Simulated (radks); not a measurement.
Coulomb parameter of the 4f shell of the promethium ion Pm3+ in the model configuration [Xe] 4f3 6s1, as a second difference U = [E(n + 0.25) + E(n - 0.25) - 2 E(n)] / (0.25)^2 with all orbitals relaxed. "Bare": the charge of the atom changes with n. "Screened": the 6s shell takes up the change at fixed total charge, which measures U(4f,4f) + U(6s,6s) - 2 U(4f,6s). Calculated with a radial shooting solver on a logarithmic mesh with Libxc functionals: Dirac Kohn-Sham, BLYP, spin-unpolarised, spherical densities, finite nucleus; open shells are shared between the two j in proportion to 2j + 1; Fermi nuclear charge, rms radius 4.962 fm.

case	configuration	E - E(n) (eV)
start	[Xe] 4f3 6s1	0.000
bare +0.25	[Xe] 4f3.25 6s1	-9.738
bare -0.25	[Xe] 4f2.75 6s1	10.954
screened +0.25	[Xe] 4f3.25 6s0.75	-4.063
screened -0.25	[Xe] 4f2.75 6s1.25	4.595

U(bare) = 19.456 eV, U(screened by 6s) = 8.502 eV.
